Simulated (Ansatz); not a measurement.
Which method gave which barrier?

Saddle point of CH7GaS, singlet (CH₅Ga ([CH3][GaH2]) + H₂S → GaH₃S ([SH][GaH2]) + CH₄; bonds formed: C2–H5; dative contacts that become bonds: Ga1–S6; bonds broken: Ga1–C2, H5–S6), PBE0-D4/def2-TZVP structure:

```xyz
10
angstrom
Ga -0.9049 0.2181 0.7059
C 0.4835 0.7047 -0.8572
H -2.1886 -0.4070 0.0813
H -0.7507 1.2600 1.8537
H 0.7229 -0.4564 0.1029
S 0.6715 -1.6017 1.2344
H -0.1421 1.5660 -1.1295
H 1.4706 1.1102 -0.6266
H 0.5382 0.0697 -1.7431
H 0.0996 -2.4636 0.3782
```

Program: Ansatz 0.2.0. Basis: def2-TZVPP, with def2-QZVPP for the basis limit. Cores are frozen in the correlated methods. Filled d shells of the heavier atoms are correlated. The def2 sets are not built for correlating such inner shells, so the correlated values are less sure here. Extrapolation: Hartree–Fock as exp(−7.88 √X), correlation as X^−2.97. Four methods, as single points on the PBE0-D4 structures, gave these electronic barriers from the start structure: 44.7, 75.9, 105.6, 143.4 kJ/mol.

**Question.** The methods were, in alphabetical order, BHLYP-D4, HF, PBE0-D4, SPW92. Which gave which? (A judgement: the text doesn't fix the answer.)

**Answer.** Computed: SPW92 44.7; PBE0-D4 75.9; BHLYP-D4 105.6; HF 143.4 kJ/mol. For comparison, CCSD(T) at an estimated basis limit (MP2 extrapolated from triple and quadruple zeta, plus CCSD(T) − MP2 in triple zeta) gives 89.6 kJ/mol.

No T1 diagnostic of these runs exceeds 0.013.

Exchanges of this kind with a chalcogen hydride build sulfide and selenide films.

Labels in which every atom is bracketed show which atoms are joined, not bond orders.

For scale, one of the runs: CCSD(T)/def2-TZVPP, 219 basis functions, launched by `ansatz run in.yaml --threads 4 --pin off --events-out ev --progress --plain --max-ram 9574MiB`. Hardware: 4 CPU threads of an Arm Neoverse V2, shared host. Wall time 73 s; peak host memory 3.1 GiB.
